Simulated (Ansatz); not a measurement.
Reaction (redistribution): `C=C[SiH2]N[SiH3]` + `FC[SiH2]S` → `C=C[SiH2][SiH2]S` + `FCN[SiH3]`

Gas-phase electronic energies from Ansatz, PBE0-D4/def2-TZVP geometries. CCSD(T)/CBS is the MP2 limit (def2-TZVPP, def2-QZVPP) plus CCSD(T) − MP2 in def2-TZVPP, frozen cores. DFT in def2-TZVPP. Each species was taken in one conformer, which may not be the lowest.

`C=C[SiH2]N[SiH3]`:

Cartesian coordinates in Å:
```
C -2.433 -1.517 -0.651
C -1.300 -1.309 0.016
Si -0.612 0.394 0.295
N 0.965 0.569 -0.386
Si 2.428 1.098 0.359
H -3.009 -0.691 -1.061
H -2.840 -2.511 -0.815
H -0.762 -2.173 0.403
H -0.462 0.691 1.743
H -1.597 1.338 -0.308
H 1.034 0.345 -1.370
H 2.146 1.309 1.800
H 3.511 0.087 0.208
H 2.934 2.369 -0.231
```

`FC[SiH2]S`:

```xyz
9

F    -0.979    1.250   -1.022
C     0.131    1.151   -0.186
Si    0.528   -0.675    0.112
S    -1.112   -1.657    1.056
H    -0.100    1.666    0.751
H     0.967    1.670   -0.667
H     1.669   -0.780    1.057
H     0.875   -1.307   -1.187
H    -1.979   -1.318    0.085
```

`C=C[SiH2][SiH2]S`:

Cartesian coordinates in Å:
```
C 1.439 -0.249 -1.666
C 1.348 0.269 -0.443
Si 0.501 -0.592 0.975
Si -1.616 0.385 1.203
S -2.556 0.315 -0.723
H 1.060 -1.242 -1.896
H 1.903 0.288 -2.488
H 1.749 1.269 -0.278
H 1.293 -0.451 2.229
H 0.335 -2.033 0.645
H -1.511 1.781 1.714
H -2.516 -0.371 2.113
H -1.428 0.631 -1.386
```

`FCN[SiH3]`:

```xyz
10

F    -1.314   -0.799   -1.506
C    -0.040   -0.237   -1.348
N     0.489   -0.439   -0.063
Si   -0.015    0.468    1.326
H     0.589   -0.699   -2.113
H    -0.153    0.832   -1.546
H     0.856   -1.367    0.083
H     1.041    0.324    2.360
H    -0.144    1.879    0.883
H    -1.309    0.037    1.923
```

```tsv
level	ΔE (eV)
ωB97X-V	0.70
ωB97M-V	0.79
HF/def2-TZVPP	0.91
CCSD(T)/def2-TZVPP	0.74
```

Task: What does CCSD(T)/CBS give? (Best estimate.)

Result: Computed: +0.77 eV. The listed levels differ from it by -0.07, 0.02, 0.14, -0.03 eV.

Largest T1 diagnostic among the species: 0.012.

From PBE to PBE0 (25 % exact exchange), in def2-TZVPP and without D4, ΔE moves by +0.07 eV. In def2-TZVPP, CCSD(T) changes the Hartree–Fock value by −0.17 eV (the triples alone add −0.04 eV) and MP2 by −0.11 eV.
